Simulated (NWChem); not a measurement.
System: C$_{5}$H$_{5}$F; SMILES FC1(CC1)C#C

```xyz
11

C     -0.2009    -2.4062     0.0000
C     -0.0290    -1.2075     0.0000
C      0.1684     0.2202     0.0000
F      1.4819     0.5846     0.0000
C     -0.7560     1.1304    -0.7512
C     -0.7560     1.1304     0.7512
H     -0.3496    -3.4705     0.0000
H     -0.2674     1.9668    -1.2573
H     -1.5972     0.6827    -1.2851
H     -1.5972     0.6827     1.2851
H     -0.2674     1.9668     1.2573
```
Atoms are numbered in this order, from 1.

Level: PBE0/def2-SVP (NWChem), optimised geometry, unscaled harmonic frequencies. 

```
frequency (cm⁻¹)  IR intensity (km/mol)
----------------  ---------------------
175                                 1.5
206                                 1.2
367                                 4.3
384                                 0.0
547                                17.6
570                                 2.7
663                                43.8
689                                 7.5
747                                27.4
767                                 1.3
901                                 0.7
925                                16.5
980                                31.8
1011                                7.1
1069                                1.8
1074                               21.3
1180                                0.1
1308                              106.6
1345                               15.0
1414                                6.5
1487                               19.9
2250                                3.7
3161                                2.4
3164                                0.0
3265                                0.3
3273                                0.1
3489                               83.9
```

```yaml
zero_point_energy: 52.0 kcal/mol
thermal correction to the enthalpy at 298.15 K (with zero-point energy): 56.2 kcal/mol
heat capacity Cv: 21.2 cal/(mol K)
entropy at 298.15 K and 1 atm (symmetry number 1): 75.0 cal/(mol K)
dipole_moment: 1.75 D
```

Rigid rotor and harmonic oscillator.
